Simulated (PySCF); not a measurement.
# Identify the compound

An unknown has the formula C4H14FPSi2. Its calculated NMR data are:

¹H NMR (300 MHz, computed): δ 5.45 (m, 1H), 4.33 (m, 1H), 4.10 (m, 1H), 1.10 (s, 9H), 1.05 (m, 2H).

¹³C{¹H} NMR (computed): δ 27.4, 27.2.

- structure optimised with GFN2-xTB
- σ from GIAO-PBE0/pcSseg-1
- code: PySCF 2.14
- no relativistic terms, equivalent nuclei averaged, no solvent, one computed conformer

Scale: ¹H (31.72 ppm) and ¹³C (186.93 ppm) vs TMS (reference shieldings calculated alike).

Question: Propose a structure and justify it.

Answer: 
2 carbon signals for 4 carbons: some carbons are equivalent by symmetry or fast rotation. Carbon types of the structure: 1 × C, 3 × CH3, leaving 5 H on heteroatoms. δC 27.4: methyl carbon; saturated and bonded to C and H only. δC 27.2: fully substituted sp3 carbon bonded to Si. δH 5.45: hydrogen on a silicon bonded to C, F, Si. δH 4.33, 4.10: hydrogen on a silicon bonded to P, Si. δH 1.10: hydrogen on a methyl carbon. δH 1.05: hydrogen on a phosphorus bonded to Si.

Structure: `CC(C)(C)[Si@H](F)[SiH2]P`.

The shifts were computed for this structure.

Splittings by ¹⁹F and ³¹P in the carbon and heteronuclear signals aren't shown, as no couplings were computed. Shifts are as computed. Against solution values, carbons near 30 ppm lie about +3 ppm off and those near 130 ppm about +5 ppm. Of 1211 compounds with measured shifts, 218 miss one by over three times the rms of a fit or turn the order of signals round; such compounds aren't used in these exercises. Multiplicities follow the n + 1 count of equivalent neighbours, as no J values were calculated; m marks all less simple cases, F and P coupling included.
